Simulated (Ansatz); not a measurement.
`C[S][Ge]([CH3])([F])[F]` + H₂ → `C[S][GeH]([F])[F]` + CH₄  (hydrogenolysis of a Ge–C bond)

Calculated with Ansatz (gas phase, PBE0-D4/def2-TZVP geometries, no zero-point term in ΔE). CBS: MP2 limit from def2 TZ/QZ plus the TZ coupled-cluster correction, frozen cores. This one scheme is used for every species. DFT in def2-TZVPP. B3LYP here is the variant with VWN-RPA as its local correlation; programs differ in this. For Ge outer-core shells are correlated without core-valence functions, which leaves a few kJ/mol of doubt a bond. Scalar relativity is left out up to krypton. One conformer a species, not always the lowest.

`C[S][Ge]([CH3])([F])[F]`:

```xyz
12

C     0.164    1.643   -1.378
S    -1.251    1.391   -0.261
Ge   -0.337   -0.089    1.064
C     0.030   -1.866    0.419
F    -1.366   -0.189    2.448
F     1.159    0.565    1.650
H     0.386    0.748   -1.958
H     1.045    1.965   -0.824
H    -0.134    2.437   -2.062
H     0.509   -2.436    1.216
H     0.698   -1.819   -0.441
H    -0.903   -2.349    0.129
```

H₂:

```xyz
2

H     0.179   -0.223   -0.239
H    -0.179    0.223    0.239
```

`C[S][GeH]([F])[F]`:

```xyz
9

C     0.999   -0.721    0.968
S    -0.593   -1.214    0.235
Ge   -0.933    0.574   -0.961
F    -0.965    1.960    0.073
F    -2.517    0.447   -1.622
H     1.764   -0.573    0.206
H     1.301   -1.551    1.606
H     0.889    0.174    1.577
H     0.055    0.903   -2.083
```

CH₄:

Z-matrix (Å, degrees):
```
C
H 1 1.090
H 1 1.090 2 109.5
H 1 1.090 2 109.5 3 -120.0
H 1 1.090 2 109.5 3 120.0
```

```
             level  ΔE (kJ/mol)
          B3LYP-D4        -20.3
        r2SCAN0-D4        -19.0
            revPBE        -25.9
             BHLYP        -31.9
  CCSD(T)/def2-SVP        -29.5
SCS-MP2/def2-TZVPP        -17.3
      HF/CBS(def2)        -41.0
    CCSD/CBS(def2)        -18.7
```

Task: What does CCSD(T)/CBS give? (Estimate.)

Result: Ansatz gave: -14.5 kJ/mol. The listed levels differ from it by -5.8, -4.5, -11.4, -17.4, -15.0, -2.8, -26.5, -4.2 kJ/mol.

Largest T1 diagnostic among the species: 0.012.

The D4 term adds +9.7 kJ/mol with B3LYP and +5.5 kJ/mol with PBE0; it sums over pairs of atoms, weighted by their polarisabilities, and B3LYP, whose exchange is more repulsive, gets the larger term. At CCSD(T), def2-SVP lies −15.1 kJ/mol from the extrapolated value and def2-TZVPP −1.5 kJ/mol. Leaving LDA and LC-ωPBE aside and taking each functional with its dispersion term where it has one, the values, not all of them listed here, spread over 15.1 kJ/mol, from B97M-V to revPBE-D4. LDA lies +4.8 kJ/mol from PBE without D4.
